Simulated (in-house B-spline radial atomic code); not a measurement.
A run on an ion of nuclear charge 59 with 59.2 electrons that did not converge. Method: scalar-relativistic (X2C) SCAN, spin-polarised, spherical fractional occupations, Fermi nucleus of rms radius 4.8919 fm; computed with a B-spline radial code for spherical atoms.

Command:
```bash
python run_scf.py task.json out
```
Settings (nuclear radius in fm, mass in u):
```
Z                59
configuration    [Xe] 4f3.2 6s2
hamiltonian      x2c
method           scan,scan
spin_polarised   True
nucleus          fermi
rms_radius       4.8919
atomic_mass      140.90766
speed_of_light   137.035999084
```

First and last ten iterations of the last attempt (damped for 15 steps, keeping 80 % of the old Fock matrix, then DIIS):
```
 iter        energy (Eh)    residual
    1       -9233.335479    1.85e-01
    2       -9233.150014    3.19e-01
    3       -9235.282297    1.90e-01
    4       -9236.303691    1.22e-01
    5       -9236.769784    7.79e-02
    6       -9236.973487    4.68e-02
    7       -9237.059798    3.17e-02
    8       -9237.096338    2.28e-02
    9       -9237.112657    1.88e-02
   10       -9237.120822    1.56e-02
  111       -9236.702168    7.57e-02
  112       -9232.891400    1.79e-01
  113       -9236.540337    1.65e-01
  114       -9236.559443    1.71e-01
  115       -9156.978166    5.46e-01
  116       -9165.530618    5.06e-01
  117       -9165.530318    5.06e-01
  118       -9156.657615    5.56e-01
  119       -9164.995259    5.20e-01
  120       -9156.560683    5.69e-01
 not converged after 120 iterations
```

The smallest residual met was 3.4e-04; the threshold is about 6e-07. No energy from this run should be used. The likely cause: this method binds the added charge weakly or not at all at the basis-set limit, so charge moves back and forth between the atom and the box. Run time, properties included: 6.3 s on 1 thread of Arm Neoverse V1, on a shared host.
